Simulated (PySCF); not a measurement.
C2H7ClSeSi (SMILES C[Si](C)(Cl)[SeH]), singlet, at a GFN2-xTB geometry, atoms displaced at random by about 0.03 Å a coordinate; PBE/STO-3G, gradient by finite differences (PySCF).

Input for PySCF:
```python
from pyscf import gto, scf, dft

mol = gto.M(
    atom='''
C     1.71653420   -0.10511737   -1.52431870
Si    0.36781998   -0.63466705   -0.28844843
C    -0.84378203   -1.94805225   -1.03188608
Cl    1.14275411   -1.16882475    1.46244104
Se   -0.87678425    1.34648819    0.11256809
H     1.26356629    0.23264241   -2.51397403
H     2.34395528    0.65900085   -1.17353911
H     2.33785552   -1.02941085   -1.72297194
H    -1.62113065   -2.14870475   -0.27179009
H    -1.27677674   -1.64402449   -1.96356506
H    -0.34161936   -2.80178987   -1.16113968
H    -1.33532360    1.48518787   -1.24094840
''',
    basis='sto-3g',
    verbose=4,
)

mf = dft.RKS(mol)
mf.xc = 'pbe'
mf.conv_tol = 1e-11
mf.kernel()
scan, done = mf.as_scanner(), []
scan.scf_summary = {}
def energy(d):
    c = mol.atom_coords()
    c[1, 1] += d
    e = scan(mol.set_geom_(c, unit='Bohr', inplace=False))
    done.append(scan.converged)
    return e
h = 1e-3
fd = (energy(h) - energy(-h)) / (2 * h)
print('dE/dx =', fd)
```

Task: Predict the main parts of the log of this PySCF run.

Result: 
```
PySCF version 2.14.0

[INPUT] verbose = 4
[INPUT] num. atoms = 12
[INPUT] num. electrons = 84
[INPUT] charge = 0
[INPUT] spin (= nelec alpha-beta = 2S) = 0
[INPUT] symmetry False subgroup None
[INPUT] Mole.unit = angstrom
[INPUT] Symbol           X                Y                Z      unit          X                Y                Z       unit  Magmom
[...]
nuclear repulsion = 511.681007074691
number of shells = 31
number of NR pGTOs = 159
number of NR cGTOs = 53
basis = sto-3g
ecp = {}

******** <class 'pyscf.dft.rks.RKS'> ********
method = RKS
initial guess = minao
damping factor = 0
level_shift factor = 0
DIIS = <class 'pyscf.scf.diis.CDIIS'>
diis_start_cycle = 1
diis_space = 8
diis_damp = 0
SCF conv_tol = 1e-11
SCF conv_tol_grad = None
SCF max_cycles = 50
direct_scf = True
direct_scf_tol = 1e-13
XC library pyscf.dft.libxc version 7.1.2
    S. Lehtola, C. Steigemann, M. J. T. Oliveira, and M. A. L. Marques,  SoftwareX 7, 1–5 (2018)
XC functionals = pbe
    J. P. Perdew, K. Burke, and M. Ernzerhof,  Phys. Rev. Lett. 77, 3865 (1996)
    J. P. Perdew, K. Burke, and M. Ernzerhof,  Phys. Rev. Lett. 78, 1396 (1997)
    J. P. Perdew, K. Burke, and M. Ernzerhof,  Phys. Rev. Lett. 77, 3865 (1996)
    J. P. Perdew, K. Burke, and M. Ernzerhof,  Phys. Rev. Lett. 78, 1396 (1997)
radial grids:
    Treutler-Ahlrichs [JCP 102, 346 (1995); DOI:10.1063/1.469408] (M4) radial grids

becke partition: Becke, JCP 88, 2547 (1988); DOI:10.1063/1.454033
pruning grids: <function nwchem_prune>
grids dens level: 3
symmetrized grids: False
atomic radii adjust function: <function treutler_atomic_radii_adjust>
small_rho_cutoff = 0
Set gradient conv threshold to 3.16228e-06
Initial guess from minao.
tot grids = 155376
init E= -3191.59621472529
[...]
cycle= 1 E= -3194.67452243002  delta_E= -3.08  |g|= 0.612  |ddm|= 4.03
[...]
cycle= 2 E= -3194.59756402404  delta_E= 0.077  |g|= 0.752  |ddm|= 2.92
[...]
cycle= 3 E= -3194.86183616856  delta_E= -0.264  |g|= 0.0806  |ddm|= 1.78
[...]
cycle= 4 E= -3194.86454602196  delta_E= -0.00271  |g|= 0.0269  |ddm|= 0.223
[...]
cycle= 5 E= -3194.86484215308  delta_E= -0.000296  |g|= 0.00581  |ddm|= 0.0603
[...]
cycle= 6 E= -3194.86485536458  delta_E= -1.32e-05  |g|= 0.00124  |ddm|= 0.0129
[...]
cycle= 7 E= -3194.86485601481  delta_E= -6.5e-07  |g|= 0.000112  |ddm|= 0.00258
[...]
cycle= 8 E= -3194.86485602163  delta_E= -6.81e-09  |g|= 2.81e-05  |ddm|= 0.000371
[...]
cycle= 9 E= -3194.86485602219  delta_E= -5.68e-10  |g|= 2.47e-06  |ddm|= 0.000101
[...]
cycle= 10 E= -3194.86485602219  delta_E= 9.09e-13  |g|= 2.1e-07  |ddm|= 7.63e-06
[...]
Extra cycle  E= -3194.86485602219  delta_E= -1.82e-12  |g|= 1.04e-07  |ddm|= 6.87e-07
converged SCF energy = -3194.86485602219
Create scanner for <class 'pyscf.dft.rks.RKS'>

WARN: Mole.unit (angstrom) is changed to Bohr

New geometry
   1 C      1.716534200000  -0.105117370000  -1.524318700000 AA    3.243779521449  -0.198643040235  -2.880544869553 Bohr
   2 Si     0.367819980000  -0.634137872789  -0.288448430000 AA    0.695079025343  -1.198346904786  -0.545088533761 Bohr
   3 C     -0.843782030000  -1.948052250000  -1.031886080000 AA   -1.594516945530  -3.681285228843  -1.949982082951 Bohr
   4 Cl     1.142754110000  -1.168824750000   1.462441040000 AA    2.159492295621  -2.208758665113   2.763613038924 Bohr
   5 Se    -0.876784250000   1.346488190000   0.112568090000 AA   -1.656882102832   2.544493909061   0.212722860465 Bohr
   6 H      1.263566290000   0.232642410000  -2.513974030000 AA    2.387794228333   0.439630439859  -4.750722400969 Bohr
   7 H      2.343955280000   0.659000850000  -1.173539110000 AA    4.429433527428   1.245331122356  -2.217667514366 Bohr
   8 H      2.337855520000  -1.029410850000  -1.722971940000 AA    4.417906651603  -1.945304576156  -3.255945086911 Bohr
   9 H     -1.621130650000  -2.148704750000  -0.271790090000 AA   -3.063492940638  -4.060463500052  -0.513608833471 Bohr
[...]
[...]
cycle= 3 E= -3194.86490487339  delta_E= -1.52e-08  |g|= 2.65e-05  |ddm|= 0.000395
[...]
cycle= 4 E= -3194.86490487363  delta_E= -2.37e-10  |g|= 6.19e-06  |ddm|= 6.14e-05
[...]
cycle= 5 E= -3194.86490487366  delta_E= -3.14e-11  |g|= 9.5e-07  |ddm|= 1.59e-05
[...]
cycle= 6 E= -3194.86490487366  delta_E= -2.27e-12  |g|= 2.37e-07  |ddm|= 2.07e-06
[...]
Extra cycle  E= -3194.86490487365  delta_E= 1.46e-11  |g|= 3.05e-07  |ddm|= 9.63e-07
converged SCF energy = -3194.86490487365

WARN: Mole.unit (angstrom) is changed to Bohr

New geometry
   1 C      1.716534200000  -0.105117370000  -1.524318700000 AA    3.243779521449  -0.198643040235  -2.880544869553 Bohr
   2 Si     0.367819980000  -0.635196227211  -0.288448430000 AA    0.695079025343  -1.200346904786  -0.545088533761 Bohr
   3 C     -0.843782030000  -1.948052250000  -1.031886080000 AA   -1.594516945530  -3.681285228843  -1.949982082951 Bohr
   4 Cl     1.142754110000  -1.168824750000   1.462441040000 AA    2.159492295621  -2.208758665113   2.763613038924 Bohr
   5 Se    -0.876784250000   1.346488190000   0.112568090000 AA   -1.656882102832   2.544493909061   0.212722860465 Bohr
   6 H      1.263566290000   0.232642410000  -2.513974030000 AA    2.387794228333   0.439630439859  -4.750722400969 Bohr
   7 H      2.343955280000   0.659000850000  -1.173539110000 AA    4.429433527428   1.245331122356  -2.217667514366 Bohr
   8 H      2.337855520000  -1.029410850000  -1.722971940000 AA    4.417906651603  -1.945304576156  -3.255945086911 Bohr
   9 H     -1.621130650000  -2.148704750000  -0.271790090000 AA   -3.063492940638  -4.060463500052  -0.513608833471 Bohr
  10 H     -1.276776740000  -1.644024490000  -1.963565060000 AA   -2.412758360815  -3.106756028178  -3.710600191165 Bohr
  11 H     -0.341619360000  -2.801789870000  -1.161139680000 AA   -0.645567029249  -5.294615512881  -2.194235987565 Bohr
  12 H     -1.335323600000   1.485187870000  -1.240948400000 AA   -2.523395891668   2.806598317826  -2.345052610717 Bohr

******** <class 'pyscf.scf.hf.RKS_Scanner'> ********
method = RKS_Scanner
initial guess = minao
damping factor = 0
level_shift factor = 0
DIIS = <class 'pyscf.scf.diis.CDIIS'>
diis_start_cycle = 1
diis_space = 8
diis_damp = 0
SCF conv_tol = 1e-11
SCF conv_tol_grad = None
SCF max_cycles = 50
direct_scf = True
direct_scf_tol = 1e-13
XC library pyscf.dft.libxc version 7.1.2
    S. Lehtola, C. Steigemann, M. J. T. Oliveira, and M. A. L. Marques,  SoftwareX 7, 1–5 (2018)
XC functionals = pbe
    J. P. Perdew, K. Burke, and M. Ernzerhof,  Phys. Rev. Lett. 77, 3865 (1996)
    J. P. Perdew, K. Burke, and M. Ernzerhof,  Phys. Rev. Lett. 78, 1396 (1997)
    J. P. Perdew, K. Burke, and M. Ernzerhof,  Phys. Rev. Lett. 77, 3865 (1996)
    J. P. Perdew, K. Burke, and M. Ernzerhof,  Phys. Rev. Lett. 78, 1396 (1997)
radial grids:
    Treutler-Ahlrichs [JCP 102, 346 (1995); DOI:10.1063/1.469408] (M4) radial grids

becke partition: Becke, JCP 88, 2547 (1988); DOI:10.1063/1.454033
pruning grids: <function nwchem_prune>
grids dens level: 3
symmetrized grids: False
atomic radii adjust function: <function treutler_atomic_radii_adjust>
small_rho_cutoff = 0
Set gradient conv threshold to 3.16228e-06
tot grids = 155376
init E= -3194.86475913323
[...]
cycle= 1 E= -3194.86480682136  delta_E= -4.77e-05  |g|= 0.000347  |ddm|= 0.00249
[...]
cycle= 2 E= -3194.86480682421  delta_E= -2.85e-09  |g|= 0.000389  |ddm|= 0.00164
[...]
cycle= 3 E= -3194.86480688479  delta_E= -6.06e-08  |g|= 5.29e-05  |ddm|= 0.00079
[...]
cycle= 4 E= -3194.8648068858  delta_E= -1.01e-09  |g|= 1.24e-05  |ddm|= 0.000123
[...]
cycle= 5 E= -3194.86480688588  delta_E= -8.37e-11  |g|= 1.9e-06  |ddm|= 3.18e-05
[...]
cycle= 6 E= -3194.86480688588  delta_E= -2.73e-12  |g|= 4.74e-07  |ddm|= 4.12e-06
[...]
Extra cycle  E= -3194.86480688588  delta_E= 9.09e-13  |g|= 6.12e-07  |ddm|= 1.93e-06
converged SCF energy = -3194.86480688588
dE/dx = -0.048993881819114904
```
